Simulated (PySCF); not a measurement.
Atom-mapped SMILES (the numbers label the heavy atoms): `[CH2:1]=[CH:2][AlH:3][CH:4]([CH3:5])[CH3:6]` (H(Xn): hydrogen on atom n). Ha(C1) is cis to Al3; Hb(C1) is trans to Al3.

PySCF 2.14 calculation with PBE0-D3(BJ)/def2-SVP structure and NMR shieldings at PBE0/pcSseg-1/GIAO; no solvent, one conformer, non-relativistic Hamiltonian, averaged over atoms made equivalent by symmetry, fast rotation or ring inversion.

Referencing at the same level of theory: TMS for 13C (σref 184.41), 1H (σref 31.27); AlH4- for 27Al (σref 489.28).

| atoms | nucleus | count | Hirshfeld charge | δ (ppm) |
| --- | --- | --- | --- | --- |
| C1 | 13C | 1 | -0.08 | 156.8 |
| Ha(C1) | 1H | 1 | 0.04 | 6.66 |
| Hb(C1) | 1H | 1 | 0.04 | 7.04 |
| C2 | 13C | 1 | -0.21 | 152.9 |
| H(Al3) | 1H | 1 | -0.17 | 5.11 |
| H(C2) | 1H | 1 | 0.03 | 6.88 |
| C4 | 13C | 1 | -0.16 | 16.0 |
| H(C5)/H(C6) | 1H | 6 | 0.03 | ? |
| C5/C6 | 13C | 2 | -0.12 | 20.3 |
| H(C4) | 1H | 1 | 0.03 | ? |
| Al3 | 27Al | 1 | 0.52 | ? |

Problem. Estimate the values marked ?.

Solution. 
- H(C5)/H(C6): 1.26 ppm, hydrogen on a methyl carbon
- H(C4): 0.26 ppm, hydrogen on an sp3 CH bonded to Al; an electropositive neighbour shields it, as in TMS itself
- Al3: 199.6 ppm, aluminium bonded to 2 C, H

Hydrides on Al or Ga are broadened by the quadrupolar metal nucleus. Shifts are as computed. Against solution values, carbons near 30 ppm lie about +2 ppm off and those near 130 ppm about +5 ppm. Of 1211 compounds with measured shifts, 218 miss one by over three times the rms of a fit or turn the order of signals round; such compounds aren't used in these exercises.
